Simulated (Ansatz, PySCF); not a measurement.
Al(F)(OMe)(SH) (CH₄AlFOS), SMILES [F][Al]([O]C)[SH]. Atoms are numbered in the order given.

```xyz
9

Al    -0.3006     0.0791     0.0000
F     -1.9623     0.0532     0.0000
O      0.6100    -1.3235     0.0000
C      0.5579    -2.7105     0.0000
H      1.0698    -3.1165     0.8897
H     -0.4765    -3.0987     0.0000
H      1.0698    -3.1165    -0.8897
S      0.7120     1.9900     0.0000
H     -0.4551     2.6731     0.0000
```
Charge 0, spin multiplicity 1.

Geometry optimised at PBE0-D3(BJ)/def2-SVP. The structure was generated by enumeration; whether it is a known compound was not checked. Other conformers were not sampled.

Two levels are set side by side: PBE-D3(BJ)/def2-SVP (Ansatz, a first-principles code) and PBE0-D3(BJ)/def2-SVP (Ansatz). Each level has its own optimised geometry; the coordinates shown are those of the second. Frequencies come from the Hessian of PySCF at each geometry. Differences are taken from unrounded values.

```csv
quantity,PBE0-D3(BJ)
mean bond length (Å),1.444
bond Al1–F2 (Å),1.662
bond Al1–O3 (Å),1.672
bond Al1–S8 (Å),2.163
bond O3–C4 (Å),1.388
bond C4–H5 (Å),1.104
bond C4–H6 (Å),1.105
bond C4–H7 (Å),1.104
bond S8–H9 (Å),1.352
highest harmonic wavenumber (cm⁻¹),3108
mean harmonic wavenumber (cm⁻¹),1141
zero-point energy (kcal/mol),34.25
```

Q: What does PBE-D3(BJ) give, and how far is it from PBE0-D3(BJ)? (An estimate is asked for; the answer gives what the named calculation found.)

A: 
```json
[
 {"quantity": "mean bond length (Å)", "PBE-D3(BJ)": "1.457", "PBE-D3(BJ) minus PBE0-D3(BJ)": "0.013"},
 {"quantity": "bond Al1–F2 (Å)", "PBE-D3(BJ)": "1.677", "PBE-D3(BJ) minus PBE0-D3(BJ)": "0.015"},
 {"quantity": "bond Al1–O3 (Å)", "PBE-D3(BJ)": "1.693", "PBE-D3(BJ) minus PBE0-D3(BJ)": "0.021"},
 {"quantity": "bond Al1–S8 (Å)", "PBE-D3(BJ)": "2.177", "PBE-D3(BJ) minus PBE0-D3(BJ)": "0.015"},
 {"quantity": "bond O3–C4 (Å)", "PBE-D3(BJ)": "1.403", "PBE-D3(BJ) minus PBE0-D3(BJ)": "0.015"},
 {"quantity": "bond C4–H5 (Å)", "PBE-D3(BJ)": "1.113", "PBE-D3(BJ) minus PBE0-D3(BJ)": "0.009"},
 {"quantity": "bond C4–H6 (Å)", "PBE-D3(BJ)": "1.114", "PBE-D3(BJ) minus PBE0-D3(BJ)": "0.009"},
 {"quantity": "bond C4–H7 (Å)", "PBE-D3(BJ)": "1.113", "PBE-D3(BJ) minus PBE0-D3(BJ)": "0.009"},
 {"quantity": "bond S8–H9 (Å)", "PBE-D3(BJ)": "1.364", "PBE-D3(BJ) minus PBE0-D3(BJ)": "0.012"},
 {"quantity": "highest harmonic wavenumber (cm⁻¹)", "PBE-D3(BJ)": "3004", "PBE-D3(BJ) minus PBE0-D3(BJ)": "-104"},
 {"quantity": "mean harmonic wavenumber (cm⁻¹)", "PBE-D3(BJ)": "1101", "PBE-D3(BJ) minus PBE0-D3(BJ)": "-40"},
 {"quantity": "zero-point energy (kcal/mol)", "PBE-D3(BJ)": "33.04", "PBE-D3(BJ) minus PBE0-D3(BJ)": "-1.21"}
]
```

Exact exchange shortens and stiffens bonds; PBE has none. Differences between two approximate levels are no errors against the true value.
